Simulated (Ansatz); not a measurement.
Calculated with Ansatz (gas phase, PBE0-D4/def2-TZVP geometries, no zero-point term in ΔE). CBS: MP2 limit from def2 TZ/QZ plus the TZ coupled-cluster correction, frozen cores. Functionals use def2-TZVPP. For Br, Ga outer-core shells are correlated without core-valence functions, which leaves a few kJ/mol of doubt a bond. Scalar relativity is left out up to krypton. One conformer a species, not always the lowest.

Reaction (ligand exchange at the Si–O bond): `[SiH3][O][Ga]([Br])[Br]` + `[OH][GaH][F]` → `[F][GaH][O][SiH3]` + `[OH][Ga]([Br])[Br]`

`[SiH3][O][Ga]([Br])[Br]`:

Cartesian coordinates in Å:
```
Si 1.132 0.920 0.137
O 0.332 -0.374 -0.480
Ga -1.226 -1.162 -0.282
Br -1.662 -2.993 -1.521
Br -2.729 -0.328 1.189
H 1.833 0.536 1.391
H 2.127 1.368 -0.869
H 0.193 2.034 0.435
```

`[OH][GaH][F]`:

Cartesian coordinates in Å:
```
O 0.906 -0.697 -0.632
Ga -0.405 0.204 0.147
F -1.932 -0.091 -0.648
H 1.768 -0.569 -0.232
H -0.338 1.152 1.365
```

`[F][GaH][O][SiH3]`:

Z-matrix (Å, degrees):
```
Si
O 1 1.639
H 1 1.485 2 108.0
H 1 1.487 2 111.0 3 -119.5
H 1 1.487 2 111.0 3 119.5
Ga 2 1.763 1 138.2 3 179.9
F 6 1.751 2 113.0 1 0.1
H 6 1.537 2 125.1 1 -179.9
```

`[OH][Ga]([Br])[Br]`:

Z-matrix (Å, degrees):
```
Ga
O 1 1.767
Br 1 2.255 2 118.3
Br 1 2.270 2 120.3 3 -180.0
H 2 0.961 1 112.8 3 -180.0
```

```csv
level,ΔE (kJ/mol)
BLYP-D4,-6.4
CAM-B3LYP-D4,-6.5
PBE-QIDH,-6.5
PBE,-8.1
HF/def2-SVP,-10.2
HF/def2-TZVPP,-8.4
MP2/def2-TZVPP,-5.1
HF/CBS(def2),-7.8
```

What does CCSD(T)/CBS give? (Best estimate.)

Ansatz gave: -5.1 kJ/mol. The listed levels differ from it by -1.3, -1.4, -1.4, -3.0, -5.1, -3.3, 0.0, -2.7 kJ/mol.

Largest T1 diagnostic among the species: 0.015.

In def2-TZVPP, CCSD(T) changes the Hartree–Fock value by +3.0 kJ/mol (the triples alone add +0.4 kJ/mol) and MP2 by +3.3 kJ/mol. Leaving LDA and LC-ωPBE aside and taking each functional with its dispersion term where it has one, the values, not all of them listed here, spread over 1.4 kJ/mol, from B2PLYP to BHLYP-D4.
